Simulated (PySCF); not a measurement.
## AlSb: from constants to spectrum

UHF-CCSD(T) constants of AlSb, ³Σ⁻ (triplet), unpaired electrons π ↑↑ (basis Al def2-TZVPPD, Sb def2-TZVPPD with ECP28; scalar-relativistic core potentials; PySCF 2.14; masses 26.9815 and 120.9038 u):

| Property | Result |
| --- | --- |
| ωe | 255.6 cm⁻¹ |
| ωexe | 0.859 cm⁻¹ |
| Be | 0.10114 cm⁻¹ |
| αe | 0.000506 cm⁻¹ |
| De to Al + Sb | 1.72 eV |

Q: What force constant and bond length do these constants imply?

A: Reduced mass μred = 22.059 u; k = 5.8918×10⁻⁷·μred·ωe² (u, cm⁻¹, mdyn/Å) = 0.849 mdyn/Å; Re = √(16.8576/(μred·Be)) (u, cm⁻¹, Å) = 2.749 Å.

Q: Estimate the centrifugal constant D from the Kratzer relation and find the Dunham coefficient a1.

A: D = 4Be³/ωe² = 6.33e-08 cm⁻¹; a1 = −1 − αeωe/(6Be²) = -3.11.

Correlated steps freeze 9 core orbitals. These are scalar-relativistic numbers at best; spin–orbit coupling would shift them, the dissociation energy most. The state was picked by a PBE0 search and need not be the measured ground state.
